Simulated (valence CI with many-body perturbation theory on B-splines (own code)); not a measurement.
**Cs XXIII: calculated level list**

Level of theory: configuration interaction combined with many-body perturbation theory (CI+MBPT): five valence electrons over a frozen Dirac-Fock core [Ar] 3d10, a basis of 9 s, 9 p, 8 d, 6 f, 3 g, 1 h functions for each j, with the one-electron correlation potential Σ1, the two-electron term Σ2, the three-electron term Σ3, Breit, model QED; selected CI, second order for the rest, scaled by the run's own slope (own B-spline code, finite nucleus).

No measured spectrum was set against this ion. As an estimate, levels hold to about 250 cm⁻¹ or 0.2 % of their energy and the worst to 1 %, as in measured heavy ions of charge 2 to 7; those with d or f electrons hold less well. Among the levels kept, up to 960 cm⁻¹ of a level comes from second order outside the variational space, and about a tenth of that is noise between levels of different J, which matters for small intervals.

Levels 1 to 34 of 34, with energies above the lowest level, (4s^2 4p1/2^2 4p3/2) J=3/2. "Leading %" is the weight of the configuration and term that name the level; weights of strongly mixed levels are sums over their largest components and can fall short, so below about 35 % the name and the second component can differ from the true leading terms, or belong to a minority configuration. In the jj column 3d3/2^4 stands for four electrons in 3d with j = 3/2.

```csv
No.,Configuration,Term,J,E (eV),Leading %,Leading jj,Second component
1,4s2 4p3,4S°,3/2,0.00,39,4s^2 4p1/2^2 4p3/2 (95 %),38 % 4s2 4p3 2P°
2,4s2 4p3,2D°,3/2,15.05,49,4s^2 4p1/2 4p3/2^2 (95 %),46 % 4s2 4p3 4S°
3,4s2 4p3,2D°,5/2,18.30,98,4s^2 4p1/2 4p3/2^2 (98 %),
4,4s2 4p3,2P°,1/2,22.55,98,4s^2 4p1/2 4p3/2^2 (98 %),
5,4s2 4p3,2P°,3/2,37.86,57,4s^2 4p3/2^3 (96 %),28 % 4s2 4p3 2D°
6,4s 4p4,4P,5/2,67.09,78,4s 4p1/2^2 4p3/2^2 (89 %),15 % 4s 4p4 2D
7,4s 4p4,4P,3/2,75.03,44,4s 4p1/2^2 4p3/2^2 (66 %),26 % 4s 4p4 2D
8,4s 4p4,4P,1/2,75.79,55,4s 4p1/2^2 4p3/2^2 (78 %),36 % 4s 4p4 2S
9,4s 4p4,4P,3/2,85.33,46,4s 4p1/2 4p3/2^3 (70 %),25 % 4s 4p4 2D
10,4s 4p4,2D,5/2,89.78,69,4s 4p1/2 4p3/2^3 (82 %),16 % 4s 4p4 4P
11,4s2 4p2 4d,4F,3/2,90.01,41,4s^2 4p1/2^2 4d3/2 (72 %),16 % 4s 4p4 2D
12,4s2 4p2 4d,4F,5/2,94.87,34,4s^2 4p1/2^2 4d5/2 (78 %),29 % 4s2 4p2 4d 4D
13,4s 4p4,2P,1/2,94.99,38,4s 4p1/2 4p3/2^3 (59 %),21 % 4s 4p4 4P
14,4s 4p4,2P,3/2,96.43,44,4s 4p1/2 4p3/2^3 (56 %),18 % 4s2 4p2 4d 2P
15,4s2 4p2 4d,2F,5/2,103.04,57,4s^2 4p1/2 4p3/2 4d3/2 (90 %),37 % 4s2 4p2 4d 4F
16,4s2 4p2 4d,4D,1/2,104.36,79,4s^2 4p1/2 4p3/2 4d3/2 (83 %),5 % 4s2 4p2 4d 2P
17,4s2 4p2 4d,4F,7/2,105.35,55,4s^2 4p1/2 4p3/2 4d3/2 (72 %),25 % 4s2 4p2 4d 2G
18,4s2 4p2 4d,4D,3/2,105.95,44,4s^2 4p1/2 4p3/2 4d3/2 (66 %),24 % 4s2 4p2 4d 4F
19,4s2 4p2 4d,4D,7/2,106.47,50,4s^2 4p1/2 4p3/2 4d5/2 (88 %),30 % 4s2 4p2 4d 2F
20,4s2 4p2 4d,4F,9/2,109.60,55,4s^2 4p1/2 4p3/2 4d5/2 (93 %),44 % 4s2 4p2 4d 2G
21,4s2 4p2 4d,2F,5/2,111.01,27,4s^2 4p1/2 4p3/2 4d5/2 (75 %),27 % 4s2 4p2 4d 4D
22,4s2 4p2 4d,2P,3/2,112.26,35,4s^2 4p1/2 4p3/2 4d5/2 (62 %),24 % 4s2 4p2 4d 4D
23,4s 4p4,2P,1/2,113.42,31,4s 4p3/2^4 (60 %),29 % 4s 4p4 2S
24,4s2 4p2 4d,4P,5/2,115.60,41,4s^2 4p1/2 4p3/2 4d3/2 (41 %),21 % 4s2 4p2 4d 2D
25,4s2 4p2 4d,2G,7/2,116.14,54,4s^2 4p1/2 4p3/2 4d5/2 (60 %),17 % 4s2 4p2 4d 4F
26,4s2 4p2 4d,4P,3/2,116.51,45,4s^2 4p1/2 4p3/2 4d3/2 (58 %),35 % 4s2 4p2 4d 2P
27,4s2 4p2 4d,4P,1/2,116.60,43,4s^2 4p1/2 4p3/2 4d3/2 (83 %),28 % 4s2 4p2 4d 2S
28,4s2 4p2 4d,2D,3/2,120.18,74,4s^2 4p1/2 4p3/2 4d5/2 (66 %),7 % 4s2 4p2 4d 4F
29,4s2 4p2 4d,2D,5/2,121.64,59,4s^2 4p1/2 4p3/2 4d5/2 (53 %),32 % 4s2 4p2 4d 2F
30,4s2 4p2 4d,2P,1/2,123.63,58,4s^2 4p1/2 4p3/2 4d5/2 (67 %),19 % 4s2 4p2 4d 2S
31,4s2 4p2 4d,2F,7/2,125.56,49,4s^2 4p3/2^2 4d5/2 (96 %),38 % 4s2 4p2 4d 4D
32,4s2 4p2 4d,2G,9/2,126.99,54,4s^2 4p3/2^2 4d5/2 (93 %),44 % 4s2 4p2 4d 4F
33,4s2 4p2 4d,2P,1/2,128.77,65,4s^2 4p3/2^2 4d3/2 (56 %),20 % 4s2 4p2 4d 4P
34,4s2 4p2 4d,2D,3/2,130.27,48,4s^2 4p3/2^2 4d3/2 (81 %),24 % 4s2 4p2 4d 4P
```

The ionisation energy to 4s2 4p2 3P_0 of the next ion comes out as 701.95 eV (NIST: 700 ± 4 eV (theoretical)). All 34 levels together are meant to be complete up to 130.58 eV.
